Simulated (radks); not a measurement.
The numbers below are computed, except where a source is named.
Q: These are the eigenvalues of the occupied orbitals of an atom or ion with whole-number occupations (eV). Level of theory: Dirac Kohn-Sham, PBEsol, spin-unpolarised, spherical densities, point nucleus (a radial shooting solver on a logarithmic mesh with Libxc functionals).

| orbital | eigenvalue |
|---|---|
| 1s1/2 | -32976.96 |
| 2s1/2 | -5120.847 |
| 2p1/2 | -4807.186 |
| 2p3/2 | -4508.666 |
| 3s1/2 | -1058.993 |
| 3p1/2 | -929.2953 |
| 3p3/2 | -873.1215 |
| 3d3/2 | -644.4332 |
| 3d5/2 | -632.6158 |
| 4s1/2 | -212.0592 |
| 4p1/2 | -166.7722 |
| 4p3/2 | -155.7770 |
| 4d3/2 | -82.9086 |
| 4d5/2 | -81.1780 |
| 5s1/2 | -46.2864 |
| 5p1/2 | -35.1413 |

Which element is it, and in what charge state? The configuration may be excited. Open shells, if any, fill j = l - 1/2 first.

A: Z = 53, iodine, charge +3: I3+ in [Kr] 4d10 5s2 5p2. The list shows which subshells hold electrons but not how many an open one holds; the 1s level, -1211.9 hartree, gives Z - s = 49.2 by -(Z - s)^2/2, which with screening and relativity narrows Z to a few neighbours, and the depths of the outer levels then fix element, charge and occupations together.
